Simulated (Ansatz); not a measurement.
Computed with Ansatz on PBE0-D4/def2-TZVP structures; ΔE is electronic, products minus reactants. CCSD(T)/CBS is the MP2 limit (def2-TZVPP, def2-QZVPP) plus CCSD(T) − MP2 in def2-TZVPP, frozen cores. This one scheme is used for every species. Functionals use def2-TZVPP. B3LYP here is the variant with VWN-RPA as its local correlation; programs differ in this.

Consider the hydrogenolysis of a B–Cl bond: `ClB1CCO1` + H₂ → `B1CCO1` + HCl.

`ClB1CCO1`:

```xyz
9

Cl    0.021    0.788    2.737
B    -0.138    0.330    1.064
C     0.795   -0.161   -0.103
C    -0.560   -0.145   -0.819
O    -1.298    0.316    0.356
H     1.533    0.546   -0.481
H     1.255   -1.142    0.007
H    -0.664    0.582   -1.625
H    -0.943   -1.116   -1.134
```

H₂:

Cartesian coordinates in Å:
```
H -0.221 0.264 0.143
H 0.221 -0.264 -0.143
```

`B1CCO1`:

```xyz
9

B    -0.797   -0.796   -0.401
C     0.549    0.005   -0.602
C     0.120    0.555    0.764
O    -1.092   -0.249    0.813
H    -1.471   -1.607   -0.963
H     0.581    0.737   -1.410
H     1.477   -0.566   -0.605
H    -0.134    1.616    0.796
H     0.768    0.305    1.606
```

HCl:

Cartesian coordinates in Å:
```
Cl 0.397 0.467 -0.183
H -0.397 -0.467 0.183
```

```
       level  ΔE (kJ/mol)
      B97M-V         81.6
     PBE0-D4         78.0
    B3LYP-D4         76.1
HF/CBS(def2)         57.9
```

Question: What does CCSD(T)/CBS give? (Estimate.)

Answer: The calculation gave: +74.5 kJ/mol. The listed levels differ from it by 7.1, 3.5, 1.6, -16.6 kJ/mol.

Largest T1 diagnostic among the species: 0.014.

At CCSD(T), def2-SVP lies +6.2 kJ/mol from the extrapolated value and def2-TZVPP +0.0 kJ/mol. In def2-TZVPP, CCSD(T) changes the Hartree–Fock value by +15.8 kJ/mol (the triples alone add +5.0 kJ/mol) and MP2 by +24.6 kJ/mol.
